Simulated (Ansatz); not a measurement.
Reaction (isomerisation): `CO[SiH2]B(O)F` → `B[Si](O)(F)OC`

Computed with Ansatz on PBE0-D4/def2-TZVP structures; ΔE is electronic, products minus reactants. CCSD(T)/CBS adds triple-zeta CCSD(T) − MP2 to the extrapolated MP2 energy (def2 sets, frozen cores). Functionals use def2-TZVPP. One conformer a species, not always the lowest.

(1) Is it downhill or uphill in electronic energy at CCSD(T)/CBS, and by how much? (Best estimate.)

(2) What do these levels give: r2SCAN-D4, ωB97X-V, PBE, PBE0, MP2/def2-TZVPP, MP2/CBS(def2)? (An estimate is asked.)

Largest T1 diagnostic among the species: 0.013.

## Answers

(1) Computed: Uphill: ΔE = +26.1 kJ/mol.

(2) Ansatz gave: r2SCAN-D4 37.8, ωB97X-V 32.7, PBE 54.8, PBE0 45.1, MP2/def2-TZVPP 29.1, MP2/CBS(def2) 23.3 kJ/mol.

In def2-TZVPP, CCSD(T) changes the Hartree–Fock value by +18.5 kJ/mol (the triples alone add +4.4 kJ/mol) and MP2 by +15.7 kJ/mol. From PBE to PBE0 (25 % exact exchange), in def2-TZVPP and without D4, ΔE moves by −9.7 kJ/mol.
